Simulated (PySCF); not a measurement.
Compound: C4H6N2SSi.
Numbering: `[CH2:1]=[CH:2][c:3]1[n:4][n:5][s:6][c:7]1[SiH3:8]`

Structure used (GFN2-xTB), in Å, numbered top down from 1:
```
atom  x, y, z in Å
C1    -2.2617   -1.3660    0.0231
C2    -0.9888   -0.9899    0.0475
C3    -0.5768    0.3935   -0.0503
N4    -1.4858    1.3883   -0.1511
N5    -1.0156    2.5432   -0.2246
S6     0.6502    2.5718   -0.1826
C7     0.7314    0.8633   -0.0537
Si8    2.3852   -0.0132    0.0767
H9    -3.0484   -0.6368   -0.0682
H10   -2.5499   -2.4005    0.0938
H11   -0.1865   -1.7083    0.1439
H12    3.3350    0.7218   -0.7562
H13    2.2251   -1.3844   -0.4042
H14    2.7859    0.0167    1.4839
```

NICS = −σ at a ghost point: NICS(0) at the centroid of the ring atoms, NICS(1) 1 Å to either side along the normal of their mean plane, zz for the tensor component along that normal. Level: GIAO PBE0/pcSseg-1 (PySCF, non-relativistic, gas phase) on the GFN2-xTB geometry, one conformer.

Ring bond lengths (Å), with Mayer bond orders in brackets: C3–N4 1.351 (1.25), N4–N5 1.249 (1.58), N5–S6 1.667 (1.12), S6–C7 1.715 (1.26), C7–C3 1.390 (1.36).

Problem. What do the NICS probes read (ppm)?

Solution. 
```tsv
ring	type	NICS(0)	NICS(1), two faces	NICS(1)zz, two faces	rms pucker (Å)	centre to ring atoms, mean (Å)
C3–N4–N5–S6–C7	5-membered ring with 2 N and S; formal bonds all aromatic	-11.9	-13.3 / -13.2	-31.4 / -31.3	0.00	1.25
```

Problem. What can be read from them?

Solution. 
- C3–N4–N5–S6–C7: mean NICS(1)zz -31.4 ppm, shielded, aromatic by this magnetic criterion (flat ring, no four-coordinate atom).

Problem. What is the mean of the two in-plane components of NICS at the first NICS(1) probe listed for ring C3–N4–N5–S6–C7, 1 Å off the ring?

Solution. The isotropic value is a third of the trace: (3 × -13.3 − (-31.4))/2 = -4.3 ppm.

Problem. What are the shieldings of the ring atoms and their hydrogens in the same run (means over atoms taken as equivalent)?

Solution. 
```
atoms                  environment  σ isotropic (ppm)  principal values of the symmetric part, first atom (ppm)
   C3  substituted aromatic carbon               21.5                                         -37.1, 21.4, 80.3
   N4       pyridine-type nitrogen             -198.8                                     -587.5, -185.6, 176.7
   N5       pyridine-type nitrogen             -210.1                                     -574.3, -192.3, 136.4
   S6                  ring sulfur              -89.2                                      -536.5, 101.9, 167.0
   C7  substituted aromatic carbon               40.6                                        -44.9, 12.3, 154.3
```
